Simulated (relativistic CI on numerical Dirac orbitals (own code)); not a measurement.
**Tc⁴⁺ (4d3) in a crystal field**

Calculated by Dirac-Coulomb-Breit CI, separate exchange-only KLI orbitals for each configuration, a model potential for QED, valence Slater integrals scaled by 0.65, one configuration in a parametric crystal field (own radial code).

Field parameters in Wybourne normalisation: Oh B⁴₀ = 21Dq, B⁴₄ = √(5/14) B⁴₀. The field is a parameter set, without covalency.

S is read from ⟨S²⟩ = S(S + 1).

Powder χT (cm³ K mol⁻¹) by Van Vleck's formula, with temperature-independent terms:

```csv
Field,2 K,5 K,10 K,20 K,50 K,100 K,200 K,300 K
"Oh, 10Dq = 7250 cm⁻¹",1.18,1.18,1.18,1.19,1.19,1.21,1.24,1.26
"Oh, 10Dq = 13050 cm⁻¹",1.47,1.47,1.47,1.47,1.47,1.48,1.5,1.51
"Oh, 10Dq = 18850 cm⁻¹",1.59,1.59,1.59,1.59,1.59,1.6,1.61,1.62
"Oh, 10Dq = 24650 cm⁻¹",1.65,1.65,1.65,1.65,1.66,1.66,1.67,1.68
"Oh, 10Dq = 30450 cm⁻¹",1.69,1.69,1.69,1.69,1.7,1.7,1.71,1.71
"Oh, 10Dq = 36250 cm⁻¹",1.72,1.72,1.72,1.72,1.72,1.73,1.73,1.74
"Oh, 10Dq = 42050 cm⁻¹",1.74,1.74,1.74,1.74,1.74,1.75,1.75,1.76
```

Q: For Oh, 10Dq = 42050 cm⁻¹: what effective moment follows at 300 K?

A: μ_eff = √(8χT) = 3.75 μB. The ground level has S = 1.50; the spin-only moment for S = 3/2 is 3.88 μB. The difference comes from the orbital moment, spin-orbit mixing of terms and temperature-independent paramagnetism, all larger in this ionic model than in covalent complexes.
